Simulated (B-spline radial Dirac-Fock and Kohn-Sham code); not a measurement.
**How the levels of ytterbium move as electrons are removed**

Calculated with a radial atomic solver, using Dirac-Fock ΔSCF + Breit + QED. Each ion is free and in its tabulated ground configuration. Correlation energy is missing from these numbers.

Reference: Yb¹⁴⁺, [Kr] 4d10 4f10, with K (1s) 61644.2 eV, M1 (3s) 2714.1 eV, N1 (4s) 793.3 eV, N4 (4d3/2) 495.9 eV, N6,7 (4f) 297.5 eV, Kα1 (K-L3) 52388.0 eV, Kβ1 (K-M3) 59378.6 eV, Lα1 (L3-M5) 7417.0 eV. Shifts from it, in eV (a dash: the subshell is empty, belongs to an open shell averaged over j, or its hole state is left out as unreliable):

```csv
ion,configuration,K (1s),M1 (3s),N1 (4s),N4 (4d3/2),"N6,7 (4f)",Kα1,Kβ1,Lα1
Yb¹⁵⁺,[Kr] 4d10 4f9,+38.4,+40.2,+36.7,+35.0,+35.0,-0.79,-1.70,-0.80
Yb¹⁶⁺,[Kr] 4d10 4f8,+78.5,+82.1,+74.6,+71.1,+71.3,-1.66,-3.47,-1.61
Yb¹⁷⁺,[Kr] 4d10 4f7,+120.2,+125.8,+113.7,+108.4,+108.9,-2.59,-5.30,-2.41
Yb¹⁸⁺,[Kr] 4d10 4f6,+163.5,+171.1,+153.9,+146.7,+147.8,-3.60,-7.17,-3.20
Yb¹⁹⁺,[Kr] 4d10 4f5,+208.4,+218.1,+195.2,+186.1,+187.9,-4.68,-9.08,-3.95
Yb²⁰⁺,[Kr] 4d10 4f4,?,?,?,?,?,?,?,?
Yb²¹⁺,[Kr] 4d10 4f3,+302.8,+316.8,+280.9,+268.0,+271.8,-7.05,-12.92,-5.33
Yb²²⁺,[Kr] 4d10 4f2,+352.4,+368.4,+325.2,+310.4,+315.5,-8.34,-14.83,-5.94
```

**Question.** Give the missing shifts for Yb²⁰⁺.

**Answer.** K (1s) +254.8, M1 (3s) +266.7, N1 (4s) +237.5, N4 (4d3/2) +226.6, N6,7 (4f) +229.3, Kα1 -5.83, Kβ1 -10.99, Lα1 -4.67 (eV).

Over this range K (1s) moves by +352.4 eV and Kα1 by -8.3 eV: a line is a difference of two levels that shift in the same direction.
